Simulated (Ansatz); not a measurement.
Problem. Name a neutral molecule of B, C, F and H with HOMO–LUMO gap (PBE/def2-TZVPP) between 4.25 and 4.55 eV and HOMO–LUMO gap (ωB97M-V/def2-TZVPP) between 11.05 and 11.35 eV (Ansatz, PBE0-D4/def2-TZVP geometry).

Solution. `C=CB(F)CC` (4.49 eV, 11.15 eV); `BC(C)F` (4.34 eV, 11.24 eV); `BC(B)CF` (4.50 eV, 11.20 eV); `BC(F)CC` (4.29 eV, 11.13 eV). Other molecules can fit too; these were computed, each in one conformer that needn't be the lowest.
